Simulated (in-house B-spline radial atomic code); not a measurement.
Configurations of Rb V (Rb4+), with energies counted from [Ar] 3d10 4s2 4p3. Method: scalar-relativistic (X2C) Hartree-Fock with fractional occupations, spin-polarised, spherical fractional occupations, Fermi nucleus of rms radius 4.2036 fm. Calculated with an all-electron radial atomic-structure program (B-spline basis). Caution: exact exchange at fractional occupations of open shells leaves self-interaction of up to several eV. Shells without spins written out take the highest spin.

Occupations are held fixed; configurations that lie above the ionisation limit could autoionise.

| configuration | E - E(ref) (eV) | highest orbital | its <r> (bohr) |
| --- | --- | --- | --- |
| [Ar] 3d10 4s(1 up, 0 down) 4p(3 up, 1 down) | 22.375 | 4p down | 1.606 |
| [Ar] 3d10 4s2 4p2 4d1 | 36.155 | 4d up | 2.064 |
| [Ar] 3d10 4s2 4p2 5s1 | 38.099 | 5s up | 2.954 |
| [Ar] 3d10 4s1 4p3 5p1 | 51.583 | 5p up | 3.4 |
| [Ar] 3d10 4s2 4p2 4f1 | 54.098 | 4f up | 3.497 |
| [Ar] 3d10 4s(1 up, 0 down) 4p(3 up, 0 down) 5f(0 up, 1 down) | 67.229 | 5f down | 6.373 |
| [Ar] 3d9 4s2 4p3 5p1 | 160.88 | 5p up | 3.344 |

Question: Order these further configurations by energy, lowest first.
A. [Ar] 3d10 4s(0 up, 1 down) 4p(3 up, 0 down) 5p(0 up, 1 down)
B. [Ar] 3d10 4s1 4p3 4f1
C. [Ar] 3d10 4s1 4p3 5s1
D. [Ar] 3d9 4s2 4p3 4f1
E. [Ar] 3d9 4s2 4p3 5d1

Answer: C (43.772 eV), B (59.873 eV), A (64.358 eV), E (169.26 eV), D (169.6 eV).

Question: How far above the reference does [Ne] 3s2 3p5 3d10 4s2 4p3 5p1 lie?

Answer: 290.94 eV; its least bound orbital is 5p up with <r> = 3.344 bohr.

Question: How far above the reference does [Ar] 3d10 4s2 4p(1 up, 1 down) 5d(1 up, 0 down) lie?

Answer: 60.896 eV; its least bound orbital is 5d up with <r> = 4.436 bohr.

Question: How far above the reference does [Ar] 3d10 4s2 4p(2 up, 1 down) lie?

Answer: 12.922 eV; its least bound orbital is 4p down with <r> = 1.574 bohr.
